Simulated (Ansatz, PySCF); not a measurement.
Ansatz (an electronic-structure program) was given this input:
Ansatz 0.2 input:
```yaml
crystal:
  periodic: [false, false, false]
  atoms:
    - {symbol: Cl, position_ang: [-1.09131768, -1.27170277, 0.02712071]}
    - {symbol: C, position_ang: [0.00539435, 0.01040993, 0.30391846]}
    - {symbol: Cl, position_ang: [1.64601907, -0.31080857, -0.05437815]}
    - {symbol: Cl, position_ang: [-0.55660528, 1.57883724, -0.08000789]}
basis:
  gaussian:
    orbitals: def2-SVP
hamiltonian:
  xc: revpbe
magnetization: {spin_polarized: true, initial_magnetization: 1}
accuracy: high
```

Problem. Write the same job for PySCF.

Solution. One answer among several that fit: 
```python
from pyscf import gto, scf, dft

mol = gto.M(
    atom='''
Cl   -1.09131768   -1.27170277    0.02712071
C     0.00539435    0.01040993    0.30391846
Cl    1.64601907   -0.31080857   -0.05437815
Cl   -0.55660528    1.57883724   -0.08000789
''',
    basis='def2-svp',
    spin=1,
    verbose=3,
)

mf = dft.UKS(mol)
mf.xc = 'revpbe'
mf.grids.atom_grid = (99, 590)
mf.grids.prune = None
mf.kernel()
```

Both were run: Ansatz gave -1417.912064 Eh and PySCF -1417.912064 Eh, 0.000 mEh apart.
